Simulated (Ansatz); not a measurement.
Basis-set extrapolation for FH7OSi3, SMILES `O[SiH](F)[SiH2][SiH3]` (PBE0-D4/def2-TZVP geometry, frozen core, Ansatz). Multiplicity 1, RHF reference.

```json
{"": "HF", "def2-TZVPP": "-1045.404259", "def2-QZVPP": "-1045.440121"}
{"": "MP2 correlation", "def2-TZVPP": "-0.861634", "def2-QZVPP": "-0.934394"}
{"": "CCSD(T) correlation", "def2-TZVPP": "-0.949423", "def2-QZVPP": "not run"}
```

Energies in hartree. Use E(X) = E(∞) + A·exp(−7.88·√X) for Hartree–Fock and E(X) = E(∞) + B·X^(−2.97) for correlation, with X = 3 and 4, and add CCSD(T) minus MP2 of the smaller set to the MP2 limit.

Q: What is the CCSD(T) energy at the basis-set limit?

A: HF limit: -1045.440121 + (-0.035862) × 0.13774 = -1045.44506. MP2 limit: -0.934394 + (-0.072760) × 0.74074 = -0.98829. Higher-order term: -0.949423 − (-0.861634) = -0.08779. Total: -1046.52114 hartree, 105.1 kcal/mol below CCSD(T)/def2-TZVPP.
